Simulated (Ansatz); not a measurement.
A made-up structure of GeH2Br (charge +1), singlet:

| atom | x (Å) | y (Å) | z (Å) |
| --- | --- | --- | --- |
| Ge1 | -0.1778 | 0.0338 | -0.0783 |
| Br2 | 1.7945 | -0.3407 | 0.7903 |
| H3 | -1.3331 | -0.8293 | 0.4118 |
| H4 | 3.1452 | -0.9858 | 0.9890 |

It is relaxed with PBE-D4/def2-SVP and then PBE0-D4/def2-TZVP (Ansatz 0.2.0). Atoms count as bonded within 1.22 times the sum of their covalent radii (H–H: 0.88 Å). The end point is not checked to be a true minimum.

Problem. Does its bonding change? (A judgement: the text doesn't fix the answer.)

Solution. Computed: No: no bond forms or breaks.

Where it ends: The first stage lowers the energy by 1.87 eV in 9 steps. It ends as GeH₂Br ([GeH][BrH]), total charge +1:
```
4
angstrom
Ge -0.3689 0.2743 -0.0516
Br 2.1529 0.0466 0.5084
H -0.5357 -1.1786 0.5641
H 2.1805 -1.2644 1.0919
```

Labels in which every atom is bracketed show which atoms are joined, not bond orders.

For scale, one of the runs: PBE0-D4/def2-TZVP relaxation, 108 basis functions, launched by `ansatz run in.yaml --threads 2 --pin off --events-out ev --progress --plain --max-ram 4352MiB`. The run took about 6.5 s on 2 CPU threads of an Intel Xeon 6975P-C (shared host).
